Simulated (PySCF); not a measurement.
Al(Me)(F)2 (CH₃AlF₂), SMILES [CH3][Al]([F])[F].

Coordinates come from a B3LYP-D3(BJ)/def2-SVP optimisation. The isomer is the one that the SMILES or the coordinates give; other isomers of the formula were not compared.

Method: PBE/def2-TZVPD run with PySCF.

The molecule is in vacuum.

Computed frontier levels, gap, dipole moment and polarisability:
```yaml
highest_occupied_level: -8.00 eV
lowest_empty_level: -1.67 eV
orbital_gap: 6.33 eV
dipole_moment: 2.39 D
quadrupole, principal values (traceless, Buckingham form, about the centre of nuclear charge): -6.45, -1.01, 7.46 D·Å
mean_static_polarisability: 38.6 bohr³ (5.71 Å³)
polarisability_principal_values: 34.2, 36.7, 44.8 bohr³
```
